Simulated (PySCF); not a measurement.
Calculation: PBE-D3(BJ)/def2-TZVP // TPSS-D3(BJ)/def2-SVP in PySCF. Gas-phase values, no solvent. 

Reference species: [Zr(Cl)4] (neutral, multiplicity 1).

```yaml
LUMO: -3.57 eV
HOMO–LUMO gap: 4.77 eV
charge on the central atom (Mulliken): 1.20 e
coordination_number: 4
```

Changed species: [V(=O)(Cl)3] (M = V, oxo; the reference has M = Zr).

Task: Predict the effect on the LUMO, HOMO–LUMO gap, charge on the central atom (Mulliken) and coordination number.

Result: the LUMO decreases by 1.66 eV, to -5.23 eV; the HOMO–LUMO gap falls by 1.70 eV, to 3.07 eV; the charge on the central atom (Mulliken) falls by 0.19 e, to 1.01 e; the coordination number is nearly the same.
